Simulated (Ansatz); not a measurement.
Z-matrix (Å, degrees):
```
C
B 1 1.526
Si 1 1.929 2 66.7
H 1 1.087 2 123.1 3 -129.9
H 1 1.095 2 117.1 3 85.3
P 2 1.853 1 139.5 3 160.1
H 3 1.479 1 108.7 2 121.7
H 3 1.483 1 123.3 2 -103.0
H 6 1.416 2 103.3 1 -26.3
H 6 1.412 2 102.4 1 -128.8
```

Total charge 0; spin multiplicity 1.

List the B3LYP/def2-TZVPP orbital energies in eV (the Gaussian-basis code of Ansatz). (Best estimate.)

Ansatz gave: Occupied: -2096.70, -1798.87, -276.58, -183.92, -178.00, -143.44, -127.96, -127.93, -127.87, -98.78, -98.74, -98.72, -19.75, -17.56, -14.33, -12.44, -11.80, -10.92, -10.59, -9.53, -7.80, -7.35, -6.48. Lowest empty: -1.95, -0.23, 0.32, 0.69, 1.12, 1.44, 1.90, 2.03.

B3LYP here is the variant with VWN-RPA as its local correlation; programs differ in this.
